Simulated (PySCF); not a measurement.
## NMR data sheet: C5H9NOSi

```
Formula                               : C5H9NOSi
SMILES                                : [SiH3]CCc1ncco1
InChI                                 : InChI=1S/C5H9NOSi/c8-4-1-5-6-2-3-7-5/h2-3H,1,4H2,8H3
Point group of the computed structure : C1
Degrees of unsaturation               : 3
Carbon signals                        : 5
Proton signals                        : 5
```

Molfile (atoms numbered from 1):
```
C5H9NOSi
     RDKit          3D

 17 17  0  0  0  0  0  0  0  0999 V2000
   -1.8777    1.0604   -0.3348 Si  0  0  0  0  0  4  0  0  0  0  0  0
   -1.5144   -0.7950   -0.5747 C   0  0  0  0  0  0  0  0  0  0  0  0
   -0.4735   -1.3426    0.4094 C   0  0  0  0  0  0  0  0  0  0  0  0
    0.7909   -0.5768    0.3056 C   0  0  0  0  0  0  0  0  0  0  0  0
    1.7751   -0.7922   -0.5080 N   0  0  0  0  0  0  0  0  0  0  0  0
    2.6729    0.2074   -0.2610 C   0  0  0  0  0  0  0  0  0  0  0  0
    2.1751    1.0033    0.7181 C   0  0  0  0  0  0  0  0  0  0  0  0
    0.9728    0.5061    1.0854 O   0  0  0  0  0  0  0  0  0  0  0  0
   -0.7841    1.8757   -0.8654 H   0  0  0  0  0  0  0  0  0  0  0  0
   -2.0668    1.3337    1.0903 H   0  0  0  0  0  0  0  0  0  0  0  0
   -3.1062    1.3757   -1.0663 H   0  0  0  0  0  0  0  0  0  0  0  0
   -2.4312   -1.3748   -0.4576 H   0  0  0  0  0  0  0  0  0  0  0  0
   -1.1581   -0.9738   -1.5902 H   0  0  0  0  0  0  0  0  0  0  0  0
   -0.2626   -2.3914    0.1924 H   0  0  0  0  0  0  0  0  0  0  0  0
   -0.8489   -1.2555    1.4306 H   0  0  0  0  0  0  0  0  0  0  0  0
    3.5943    0.2735   -0.8005 H   0  0  0  0  0  0  0  0  0  0  0  0
    2.5355    1.8784    1.2169 H   0  0  0  0  0  0  0  0  0  0  0  0
  1  2  1  0
  2  3  1  0
  3  4  1  0
  4  5  2  0
  5  6  1  0
  6  7  2  0
  7  8  1  0
  8  4  1  0
  1  9  1  0
  1 10  1  0
  1 11  1  0
  2 12  1  0
  2 13  1  0
  3 14  1  0
  3 15  1  0
  6 16  1  0
  7 17  1  0
M  END
```

- shieldings: GIAO PBE0/pcSseg-1
- coordinates at the GFN2-xTB level
- code: PySCF 2.14
- isolated molecule, single conformer, non-relativistic Hamiltonian, rapidly exchanging positions averaged

δ = σ(ref) − σ, references computed at the same level: 1H (31.72 ppm), 13C (186.93 ppm), 29Si (349.16 ppm) vs TMS; 15N (267.73 ppm) against NH3; 17O (336.08 ppm) vs H2O.

| carbon | δC, type | δH (multiplicity) | HMBC from (2–3 bonds) | span of the C tensor (ppm) |
| --- | --- | --- | --- | --- |
| C2 | 12.3, CH2 | 1.21 (m) | H9/H10/H11, H14/H15 | 31 |
| C3 | 29.6, CH2 | 3.11 (t) | H9/H10/H11, H12/H13 | 22 |
| C4 | 170.8, C | – | H17, H16, H14/H15, H12/H13 | 140 |
| C6 | 136.3, CH | 7.35 (m) | H17 | 164 |
| C7 | 142.8, CH | 7.61 (m) | H16 | 151 |

Other nuclei:
```csv
atoms,nucleus,environment,δ (ppm),σ (ppm)
H9/H10/H11,1H,hydrogen on a silicon bonded to C,3.57,28.15
Si1,29Si,"silicon bonded to C, 3 H",-70.8,419.9
N5,15N,pyridine-type nitrogen of an azole,293.8,-26.1
O8,17O,aromatic ring oxygen,323.7,12.4
```

Carbon types of the structure: 1 × C, 2 × CH, 2 × CH2, leaving 3 H on heteroatoms. δC 170.8: substituted aromatic carbon next to the ring oxygen. δC 142.8: aromatic CH next to the ring oxygen. δC 136.3: aromatic CH next to a ring nitrogen. δH 7.61: hydrogen on an aromatic CH next to the ring oxygen; aromatic region. δH 7.35: hydrogen on an aromatic CH next to a ring nitrogen; it sits in the deshielding region of the aromatic ring current.

Shifts are as computed. Against solution values, carbons near 30 ppm lie about +3 ppm off and those near 130 ppm about +5 ppm. Of 1211 compounds with measured shifts, 218 miss one by over three times the rms of a fit or turn the order of signals round; such compounds aren't used in these exercises. Unscaled 17O shifts of doubly bonded oxygen tend to come out too high, by tens of ppm or more. Experimental scales use liquid or dissolved standards, which lie at an offset from isolated NH3 (liquid NH3: subtract about 20 ppm) and H2O (liquid H2O: subtract about 36 ppm). Unscaled 15N shifts of sp2 nitrogen come out 20 to 40 ppm too high even then. Multiplicities follow the n + 1 count of equivalent neighbours, as no J values were calculated; m marks all less simple cases, F and P coupling included.
